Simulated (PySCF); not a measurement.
C5H8SSi.
Numbering: `[CH:1]1=[C:2]([CH:3]2[CH2:4][CH2:5]2)[S:6][SiH2:7]1`

Definitions: NICS(0) = −σiso at the ring centroid; NICS(1) = −σiso and NICS(1)zz = −σzz at ±1 Å along the ring normal z. Level: GIAO PBE0/pcSseg-1 (PySCF, non-relativistic, gas phase) on the GFN2-xTB geometry, one conformer.

Rings: 1. C1–C2–S6–Si7; 2. C3–C4–C5.

| set | NICS(0) | NICS(1), two faces | NICS(1)zz, two faces |
| --- | --- | --- | --- |
| P | -1.6 | -1.0 / -1.0 | 7.3 / 7.4 |
| Q | -43.5 | -8.5 / -7.7 | -24.0 / -22.0 |

Which set (ppm) belongs to which ring?

P = 1, Q = 2.
- 1 (4-membered ring with S and Si; formal bonds 1 double, 3 single): mean NICS(1)zz 7.3 ppm, deshielded. Si7 has four or more neighbours; no verdict on aromaticity is drawn.
- 2 (3-membered carbocycle; formal bonds all single): mean NICS(1)zz -23.0 ppm, shielded. C3, C4, C5 have four or more neighbours; no verdict on aromaticity is drawn.

How do the rings differ in shape?

```
ring            bond lengths (Å)  rms pucker (Å)  HOMA  nearest outside atom to a NICS(1) probe (Å)
   1  1.352, 1.773, 2.218, 1.862            0.00     –                                hydrogen 2.18
   2         1.510, 1.488, 1.510            0.00     –                                hydrogen 1.45
```

The values belong to the conformer `[CH:1]1=[C:2]([CH:3]2[CH2:4][CH2:5]2)[S:6][SiH2:7]1`: C1–C2–C3–C4 -35°.
